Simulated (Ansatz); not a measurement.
A nudged elastic band was laid between two geometries of C₃H₅LiSi (10 atoms, charge 0, multiplicity 1).

All numbers below come from RKS PBE-D4/STO-3G (Ansatz 0.2.0).

| Item | Value |
| --- | --- |
| movable images | 7 |
| climbing image | yes |
| spring | 5.0 eV/Å² |
| optimiser | quadratic models (default) |
| start path | through a guess of the saddle point |
| force threshold | 0.05 eV/Å |
| iteration limit | 60 |
| end points | relaxed |

Image 0:

```xyz
10
Properties=species:S:1:pos:R:3
Li -0.683 -0.099 -1.844
C -0.028 -0.575 0.120
C 0.158 -1.746 1.057
C 0.053 0.678 -0.101
Si -0.183 2.097 -1.255
H 0.653 -1.416 1.996
H 0.780 -2.534 0.590
H -0.821 -2.196 1.316
H -1.049 3.037 -0.545
H 1.120 2.755 -1.334
```

Image 8:

```xyz
10
Properties=species:S:1:pos:R:3
Li -1.338 0.077 -1.442
C -0.104 -0.554 0.167
C 0.184 -1.753 1.041
C 0.146 0.653 -0.157
Si -0.212 2.105 -1.238
H -0.750 -2.191 1.443
H 0.834 -1.462 1.894
H 0.704 -2.540 0.457
H -0.533 3.200 -0.325
H 1.069 2.465 -1.841
```

(1) What changes between the two ends?

(2) Give the energies along the band, and the barrier.

(3) What is the geometry of the highest image?

(4) What are the harmonic wavenumbers there?

Answers

(1) No bond is made or broken. The dihedral C4–C2–C3–H6 goes from -6 to 132°. The two ends are copies of one structure, up to a mirror image or an exchange of like atoms.

(2) The forces met the threshold. The highest image is number 5 of 0 to 8, 0.99 eV above the ends, which have the same energy within 2 meV. A vibrational analysis at the climbing image gives one clearly imaginary mode, 188i cm⁻¹: a first-order saddle point. Limits of this set-up: minimal basis.

```json
{"image": "0", "path coordinate (Å)": "0.00", "energy (eV)": "0.00", "dihedral C4–C2–C3–H6 (°)": "-6"}
{"image": "1", "path coordinate (Å)": "0.88", "energy (eV)": "0.00", "dihedral C4–C2–C3–H6 (°)": "29"}
{"image": "2", "path coordinate (Å)": "1.77", "energy (eV)": "0.00", "dihedral C4–C2–C3–H6 (°)": "62"}
{"image": "3", "path coordinate (Å)": "2.65", "energy (eV)": "0.00", "dihedral C4–C2–C3–H6 (°)": "96"}
{"image": "4", "path coordinate (Å)": "3.53", "energy (eV)": "0.50", "dihedral C4–C2–C3–H6 (°)": "126"}
{"image": "5", "path coordinate (Å)": "4.42", "energy (eV)": "0.99", "dihedral C4–C2–C3–H6 (°)": "125"}
{"image": "6", "path coordinate (Å)": "4.96", "energy (eV)": "0.96", "dihedral C4–C2–C3–H6 (°)": "126"}
{"image": "7", "path coordinate (Å)": "5.50", "energy (eV)": "0.54", "dihedral C4–C2–C3–H6 (°)": "126"}
{"image": "8", "path coordinate (Å)": "6.04", "energy (eV)": "0.00", "dihedral C4–C2–C3–H6 (°)": "132"}
```

(3) 
```xyz
10
Properties=species:S:1:pos:R:3:forces:R:3
Li -1.242 0.423 -1.313 0.00 0.00 0.00
C -0.089 -0.523 0.192 0.00 -0.01 0.00
C 0.150 -1.751 1.043 0.00 0.00 0.00
C 0.245 0.662 -0.136 0.00 0.02 0.00
Si 0.532 2.374 -0.760 0.01 -0.01 0.00
H -0.767 -2.034 1.597 0.00 0.00 0.00
H 0.962 -1.565 1.778 0.00 0.00 0.00
H 0.441 -2.614 0.410 0.00 0.00 0.00
H -0.841 2.934 -0.584 0.00 0.00 0.00
H 0.608 2.095 -2.225 0.00 0.00 0.00
```

(4) 188i, 26, 122, 243, 280, 377, 407, 489, 589, 752, 854, 1032, 1085, 1100, 1104, 1506, 1613, 1622, 2069, 2335, 2392, 3228, 3383, 3394 cm⁻¹.

The run took 8.9 min on 1 thread of Intel(R) Xeon(R) Platinum 8175M CPU @ 2.50GHz (Skylake/Cascade Lake), with other jobs on the host, peak memory 0.12 GiB.
